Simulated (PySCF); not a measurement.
## Working out the ionisation energy of S⁴⁺

S⁴⁺ [Ne] 3s2 (1S) → S⁵⁺ [Ne] 3s1 (2S). Computed with PySCF 2.14 in an uncontracted even-tempered set (20 s from 0.13 bohr⁻², ratio 2.5; 12 p from 0.17 bohr⁻², ratio 2.5; 5 d from 0.94 bohr⁻², ratio 2.7; 5 f from 1.4 bohr⁻², ratio 2.7), with scalar relativity by spin-free X2C-1e. Frozen: 1s2; the 23 highest virtual orbitals dropped. Energies in hartree (1 hartree = 27.21139 eV):

```
            part  S⁴⁺ (lower)  S⁵⁺ (upper)
             UHF  -394.454064  -391.852014
CCSD correlation    -0.367181    -0.304581
             (T)    -0.003317    -0.001452
```

Task: What does Hartree-Fock give?

Result: (-391.852014) − (-394.454064) = 2.602050 hartree = 70.805 eV.

Task: What do CCSD and CCSD(T) give?

Result: The CCSD correlation energies differ by 0.062600 hartree = 1.703 eV and the triples by 0.001865 hartree = 0.051 eV, so CCSD gives 72.508 eV and CCSD(T) 72.559 eV.

Measured between the centres of the two terms (NIST): 72.594 eV, so CCSD(T) (outer shells) is off by -0.035 eV.

What remains against the reference includes basis incompleteness, the frozen core and higher excitations.
